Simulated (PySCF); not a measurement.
Species: C2H11BO2Si2.
Z-matrix (Å and degrees, PBE0-D3(BJ)/def2-SVP geometry), rows numbered from 1:
```
C 
O   1  1.4005
B   2  1.3567  1  124.57
O   3  1.3555  2  119.06  1  -177.28
C   4  1.4093  3  122.86  2     0.53
Si  3  2.0422  2  126.27  1     2.83
Si  6  2.3407  3  108.24  2   176.17
H   1  1.1008  2  109.51  3  -125.96
H   1  1.1013  2  109.83  3   115.22
H   1  1.1034  2  112.28  3    -5.46
H   5  1.1017  4  110.08  3   -96.15
H   5  1.0994  4  108.40  3   145.45
H   5  1.1001  4  111.77  3    24.59
H   6  1.5019  3  111.76  2   -63.31
H   6  1.5019  3  111.82  2    55.54
H   7  1.4956  6  110.08  3    60.82
H   7  1.4971  6  111.63  3  -178.98
H   7  1.4957  6  110.09  3   -58.85
```

All values: CAM-B3LYP/def2-SVPD (PySCF, non-relativistic), on one gas-phase PBE0-D3(BJ)/def2-SVP geometry that isn't relaxed in the solvent. The solvent is an IEF-PCM continuum (van der Waals radii × 1.2), and excitations are vertical TDDFT with non-equilibrium linear response and a frozen core. The model holds no explicit solvent molecules, cavitation or dispersion.

Gas-phase singlets (H = HOMO, L = LUMO):

```
state  E (eV)  λ (nm)      f  leading configuration
   S1   6.326     196  0.003                H→L 55%
   S2   7.193     172  0.021              H-1→L 50%
   S3   7.231     171  0.012              H→L+1 43%
   S4   7.485     166  0.179              H→L+2 53%
   S5   7.563     164  0.023              H→L+4 80%
```

Problem. How does the list change in cyclohexane (ε = 2.017)?

Solution. 
```json
{"state": "S1", "E (eV)": "6.327", "λ (nm)": "196", "f": "0.004", "leading configuration": "H→L 77%", "change by rank (eV)": "+0.001"}
{"state": "S2", "E (eV)": "7.197", "λ (nm)": "172", "f": "0.036", "leading configuration": "H-1→L 73%", "change by rank (eV)": "+0.004"}
{"state": "S3", "E (eV)": "7.234", "λ (nm)": "171", "f": "0.015", "leading configuration": "H→L+1 64%", "change by rank (eV)": "+0.003"}
{"state": "S4", "E (eV)": "7.453", "λ (nm)": "166", "f": "0.318", "leading configuration": "H→L+2 61%", "change by rank (eV)": "-0.032"}
{"state": "S5", "E (eV)": "7.538", "λ (nm)": "164", "f": "0.033", "leading configuration": "H→L+4 83%", "change by rank (eV)": "-0.025"}
```

Problem. What are the lowest 5 singlets in dichloromethane (ε = 8.93)?

Solution. 
```tsv
state	E (eV)	λ (nm)	f	leading configuration	change by rank (eV)
S1	6.341	196	0.004	H→L 82%	+0.015
S2	7.222	172	0.036	H-1→L 74%	+0.029
S3	7.245	171	0.011	H→L+1 69%	+0.014
S4	7.465	166	0.300	H→L+2 56%	-0.020
S5	7.533	165	0.032	H→L+4 78%	-0.030
```

Problem. How do the frontier levels move from gas to dichloromethane?

Solution. 
| orbital | gas (eV) | solvent (eV) | change (eV) | Löwdin shares, gas | Löwdin shares, solvent |
| --- | --- | --- | --- | --- | --- |
| LUMO+2 | 1.21 | 1.23 | +0.02 | Si7 30 %, Si6 12 %, C1 10 %, H18 7 % | Si7 33 %, Si6 11 %, H18 8 %, C1 8 % |
| LUMO+1 | 0.91 | 0.99 | +0.08 | B3 30 %, Si6 17 %, O2 8 %, O4 8 % | B3 34 %, Si6 15 %, Si7 10 %, C5 5 % |
| LUMO | 0.89 | 0.93 | +0.04 | B3 29 %, Si6 20 %, O4 10 %, O2 9 % | Si6 26 %, B3 24 %, O4 13 %, O2 10 % |
| HOMO | -9.00 | -9.01 | -0.01 | Si6 31 %, Si7 25 %, B3 14 %, O2 10 % | Si6 31 %, Si7 23 %, B3 15 %, O2 11 % |
| HOMO-1 | -9.63 | -9.63 | 0.00 | Si6 30 %, Si7 13 %, B3 10 %, H14 9 % | Si6 29 %, Si7 15 %, H15 9 %, H14 9 % |
| HOMO-2 | -9.93 | -9.81 | +0.12 | O4 36 %, O2 28 %, C5 8 %, C1 7 % | O4 33 %, O2 29 %, C1 9 %, C5 8 % |
| HOMO-3 | -10.54 | -10.58 | -0.04 | Si6 23 %, Si7 21 %, H15 13 %, H14 13 % | Si6 26 %, Si7 16 %, H15 15 %, H14 14 % |

The HOMO–LUMO gap goes from 9.89 to 9.95 eV. Rows go by rank; for LUMO, LUMO+1 and LUMO+2 the atom shares or the degeneracy differ between the runs, so the row needn't follow one orbital.
